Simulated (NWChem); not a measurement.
SiH₂S₂, singlet; SMILES S[Si]S

```xyz
5

Si    -1.0189     0.0123     0.0011
S      0.3630     1.6673    -0.0010
H      1.5541     1.0211    -0.0009
S      0.4319    -1.5818     0.0020
H     -0.4771    -2.5834     0.0034
```
Atoms are numbered in this order, from 1.

Computed with NWChem. Low-valent species are run as closed-shell singlets; no triplet was tried in these runs. All runs use the structure optimised with PBE0/def2-SVP. Level: M06-2X/def2-SVP with SMD (1 M gas to 1 M solution), gas-phase geometry. Reactions with the solvent are ignored.

**Question.** Estimate the computed values for solvent N,N-dimethylformamide. Quantities: solvation free energy (kcal/mol); cavity-dispersion-structure term (kcal/mol); dipole in solution (D).

**Answer.** 
| Quantity | Result |
|---|---|
| solvation free energy (kcal/mol) | -4.8 |
| cavity-dispersion-structure term (kcal/mol) | -1.8 |
| dipole in solution (D) | 1.76 |
